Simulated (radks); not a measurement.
The mean radii <r> (bohr) of the occupied orbitals of an atom or ion are listed with their occupations. All-electron calculation, non-relativistic Kohn-Sham, TPSS, spin-polarised, spherical densities, point nucleus; meta-GGA in the generalised Kohn-Sham scheme. Program: a radial shooting solver on a logarithmic mesh with Libxc functionals.

orbital  occ.      <r>
1s down     1  0.02104
1s up       1  0.02104
2s up       1  0.08905
2s down     1  0.08904
2p up       3  0.07539
2p down     3  0.07538
3s up       1   0.2255
3s down     1   0.2254
3p up       3   0.2155
3p down     3   0.2155
3d up       5   0.1895
3d down     5   0.1895
4s up       1   0.4705
4s down     1   0.4706
4p up       3   0.4712
4p down     3   0.4714
4d up       5   0.4678
4d down     4   0.4680

Name the element and its charge. Open shells, if any, are filled with parallel spins first.

Answer. Z = 72, hafnium, charge +27: Hf27+ in [Kr] 4d9. The 1s radius gives Z: for a bare nucleus <r> = 1.5/Z, 0.02083 bohr for Z = 72, and screening makes it slightly larger (0.02104 here). The occupations add up to 45, and the charge is Z minus that.
